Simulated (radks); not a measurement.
Task: Isoelectronic series with 19 electrons, all held in the configuration [Ar] 4s1, which need not be the ground one along the series. Method: Dirac Kohn-Sham, LDA (Slater exchange, Perdew-Wang correlation), spin-unpolarised, spherical densities, finite nucleus; Fermi nuclear charge, rms radius of each element as measured or else 0.836 A^(1/3) + 0.57 fm; computed with a radial shooting solver on a logarithmic mesh with Libxc functionals. Total energies (hartree) and orbital eigenvalues (eV):

ion,E (hartree),4s1/2,3p3/2,3p1/2,3s1/2
K,-600.56100,-2.4277,-18.7467,-19.0179,-35.1783
Ca+,-678.45756,-9.1692,-34.7869,-35.1782,-53.7966
Sc2+,-761.46355,-18.2565,-54.5522,-55.0962,-76.2078
Ti3+,-849.57571,-29.3972,-77.7187,-78.4528,-102.0817
V4+,-942.79837,-42.4747,-104.1586,-105.1257,-131.2903
Cr5+,-1041.13967,-57.4285,-133.8032,-135.0518,-163.7676
Mn6+,-1144.61037,-74.2229,-166.6103,-168.1951,-199.4760
Fe7+,-1253.22321,-92.8357,-202.5521,-204.5341,-238.3935
Co8+,-1366.99233,-113.2525,-241.6096,-244.0568,-280.5075
Ni9+,-1485.93351,-135.4640,-283.7693,-286.7571,-325.8119
Zn11+,-1739.39913,-185.2513,-377.3604,-381.6864,-425.9884
Ga12+,-1873.96073,-212.8228,-428.7804,-433.9210,-480.8664
Ge13+,-2013.76782,-242.1794,-483.2789,-489.3427,-538.9455
As14+,-2158.84187,-273.3227,-540.8541,-547.9594,-600.2338
Se15+,-2309.20456,-306.2551,-601.5052,-609.7802,-664.7408
Br16+,-2464.87932,-340.9800,-665.2321,-674.8154,-732.4776
Kr17+,-2625.89017,-377.5014,-732.0357,-743.0769,-803.4563
Rb18+,-2792.26246,-415.8241,-801.9172,-814.5771,-877.6902
Sr19+,-2964.02231,-455.9533,-874.8783,-889.3299,-955.1935
Zr21+,-3323.81534,-541.6551,-1030.049,-1048.653,-1120.071
Nb22+,-3511.90588,-587.2409,-1112.264,-1133.255,-1207.478

Estimate the row of Cu10+.

Result: E (hartree) -1610.06295; 4s1/2 -159.4647; 3p3/2 -329.0218; 3p1/2 -332.6331; 3s1/2 -374.3049.
